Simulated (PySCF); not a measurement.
Ge(H)(F)(Cl)2, SMILES [F][GeH]([Cl])[Cl] (PBE0/def2-SVP optimised geometry):

```
5

Ge    -0.777    -0.706     0.000
F     -1.280    -1.513     1.438
Cl     1.351    -0.706     0.000
Cl    -1.487    -1.860    -1.642
H     -1.351     0.706     0.000
```

Calculation: PBE0/def2-TZVP run with PySCF 2.14.0.

Task: What are the frontier orbital energies and the dipole moment?

Result: HOMO-2 -9.84 eV, HOMO-1 -9.79 eV, HOMO -9.63 eV, LUMO -1.22 eV, LUMO+1 -0.02 eV; dipole moment 1.84 D.

On the same geometry PBE/def2-TZVP (PySCF 2.14.0) gives HOMO-2 -8.35 eV, HOMO-1 -8.35 eV, HOMO -8.17 eV, LUMO -2.23 eV, LUMO+1 -0.91 eV; dipole moment 1.71 D.

Meta-Löwdin charges at PBE0/def2-TZVP: Ge1 1.06, F2 -0.49, Cl3 -0.26, Cl4 -0.26, H5 -0.04.
